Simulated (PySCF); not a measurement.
PySCF 2.14 output of an unrestricted revPBE calculation on a single atom or ion in aug-cc-pwCVDZ-PP with ECP10MDF, with a scalar-relativistic core potential:

```
SCF conv_tol = 1e-09
number electrons alpha = 10  beta = 9
    Y. Zhang and W. Yang.,  Phys. Rev. Lett. 80, 890 (1998)
    J. P. Perdew, K. Burke, and M. Ernzerhof.,  Phys. Rev. Lett. 77, 3865 (1996)
    J. P. Perdew, K. Burke, and M. Ernzerhof.,  Phys. Rev. Lett. 78, 1396 (1997)
cycle= 1 E= -257.924991351569  delta_E= -0.00624  |g|= 0.104  |ddm|= 3.04
cycle= 2 E= -257.924587143429  delta_E= 0.000404  |g|= 0.114  |ddm|= 0.959
cycle= 3 E= -257.926623086393  delta_E= -0.00204  |g|= 0.00105  |ddm|= 0.574
cycle= 4 E= -257.926623292097  delta_E= -2.06e-07  |g|= 1.83e-05  |ddm|= 0.00964
cycle= 5 E= -257.926623292261  delta_E= -1.63e-10  |g|= 6.12e-07  |ddm|= 0.00015
converged SCF energy = -257.926623292261  <S^2> = 0.75036431  2S+1 = 2.0003643
```

The run itself started from symmetry-adapted Hartree-Fock orbitals and held the occupation by maximum overlap, on a logarithmic radial grid, so the iterations belong to that start.

**Question.** Which element, charge and spin multiplicity is this?

**Answer.** Ga²⁺ (gallium, charge +2), multiplicity 2; the state was [Ar] 3d9 4s2, 2D determinant (an excited configuration).

Energies and moments cover only the electrons outside the core potential.
